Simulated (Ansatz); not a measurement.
Z-matrix (Å, degrees):
```
C
C 1 1.492
H 1 1.088 2 110.9
H 1 1.094 2 109.4 3 -121.9
H 1 1.094 2 109.4 3 121.9
C 2 1.494 1 118.5 3 179.9
O 2 1.220 1 120.1 3 -0.0
H 6 1.094 2 108.7 1 -122.3
H 6 1.089 2 112.8 1 0.1
H 6 1.094 2 108.8 1 122.4
In 7 2.364 2 127.2 1 -179.9
H 11 1.740 7 94.8 2 -58.4
H 11 1.723 7 97.3 2 -180.0
H 11 1.740 7 94.7 2 58.4
```

The species carries charge 0 and has multiplicity 1. In: def2 effective core potential.

Task: List the ωB97M-V/def2-TZVPP orbital energies in eV (the Gaussian-basis code of Ansatz). (Estimate.)

Result: The calculation gave: Occupied: -527.16, -285.16, -282.28, -282.14, -130.08, -86.50, -86.26, -86.25, -33.26, -25.30, -23.52, -23.03, -22.82, -22.82, -22.75, -22.74, -18.79, -16.79, -16.49, -16.45, -14.85, -14.47, -13.85, -13.32, -13.28, -10.97, -9.52, -9.48. Lowest empty: 0.77, 1.09, 2.14, 2.19, 2.39, 3.16, 3.81, 3.99.
